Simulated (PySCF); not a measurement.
C2H5FSSi2.
SMILES with atom numbers: `[CH:1]#[C:2][Si@H:3]([F:4])[S:5][SiH3:6]` (hydrogens: H7 on C1; H8 on Si3; H9, H10, H11 on Si6)

Computed by this run: PySCF 2.14.0, PBE0-D3(BJ)/def2-SVP geometry optimisation, gas phase; density fitting, grid level 1; the optimiser is geomeTRIC in internal coordinates, started from a GFN2-xTB structure with every atom displaced at random (about 0.01 Å).

Step 0: E = -31436.3545 eV
```
atom  x, y, z in Å  |  force x, y, z in eV/Å
C1     -2.2361    1.4446   -0.3538   -2.277   4.820  -0.517
C2     -1.7642    0.3782   -0.2290    2.185  -5.082   0.436
Si3    -0.9273   -1.2497   -0.0958    1.536   1.386   0.393
F4     -0.6835   -1.5068    1.4838   -0.154  -0.052   0.220
S5      1.0225   -1.1709   -1.0249   -0.523  -0.167  -0.027
Si6     2.0689    0.3074    0.1564   -0.728  -0.895   0.044
H7     -2.7026    2.4116   -0.4565    0.109  -0.093   0.002
H8     -1.5901   -2.3773   -0.6440   -0.802  -0.900  -0.589
H9      2.1988   -0.1920    1.5394    0.133   0.034   0.276
H10     3.3469    0.3921   -0.5201    0.745   0.199  -0.278
H11     1.2959    1.5370    0.1194   -0.224   0.749   0.041
```

Step 1: E = -31436.5676 eV
```
atom  x, y, z in Å  |  force x, y, z in eV/Å
C1     -2.1694    1.4437   -0.3303    0.024  -0.514   0.036
C2     -1.7364    0.3104   -0.1936    0.074   0.580   0.094
Si3    -0.8551   -1.2736   -0.0377   -0.391  -0.219  -0.338
F4     -0.6801   -1.5962    1.5419    0.109   0.034  -0.095
S5      0.9804   -1.1807   -1.0967    0.110   0.041   0.246
Si6     1.9854    0.3058    0.1133    0.143   0.052   0.020
H7     -2.5909    2.4224   -0.4612   -0.024   0.110   0.002
H8     -1.6339   -2.3581   -0.6834    0.028  -0.041   0.120
H9      2.0813   -0.1374    1.5335   -0.048  -0.021  -0.015
H10     3.3533    0.4113   -0.4649   -0.001   0.012  -0.034
H11     1.2946    1.6265    0.0541   -0.024  -0.034  -0.036
```

**Question.** Estimate the geometry and energy of step 2. (The exact step hangs on the optimiser's Hessian estimate; all steps are aligned on step 1, rigid shifts and turns removed.)

**Answer.** E = -31436.5942 eV, largest force 0.197 eV/Å
```
atom  x, y, z in Å  |  force x, y, z in eV/Å
C1     -2.1547    1.4487   -0.2989   -0.116  -0.090  -0.009
C2     -1.7210    0.3162   -0.1893    0.155   0.121   0.020
Si3    -0.8716   -1.2935   -0.0697   -0.133  -0.008  -0.139
F4     -0.6933   -1.6172    1.5074    0.040  -0.019   0.041
S5      1.0068   -1.2131   -1.0593    0.027  -0.021   0.088
Si6     1.9900    0.3195    0.1103    0.010   0.023   0.009
H7     -2.5740    2.4349   -0.4023    0.029  -0.006   0.016
H8     -1.6523   -2.3857   -0.6956    0.014   0.015   0.009
H9      2.0343   -0.0658    1.5491   -0.011  -0.003  -0.005
H10     3.3710    0.4003   -0.4416   -0.015  -0.008  -0.016
H11     1.2939    1.6296   -0.0353    0.001  -0.003  -0.014
```

The energy changes by -0.0265 eV. The first-order estimate −F·Δx gives -0.0416 eV and the mean of the old and new forces, exact on a quadratic surface, -0.0271 eV. The step makes an angle of 77° with the force vector and moves no atom by more than 0.089 Å.

The cost below is that of the whole optimisation. The run took 63 s of wall time on an Arm Neoverse V2 with one thread, shared host with 192 logical CPUs at a one-minute load of 40, and the process peaked at 0.52 GiB of memory.
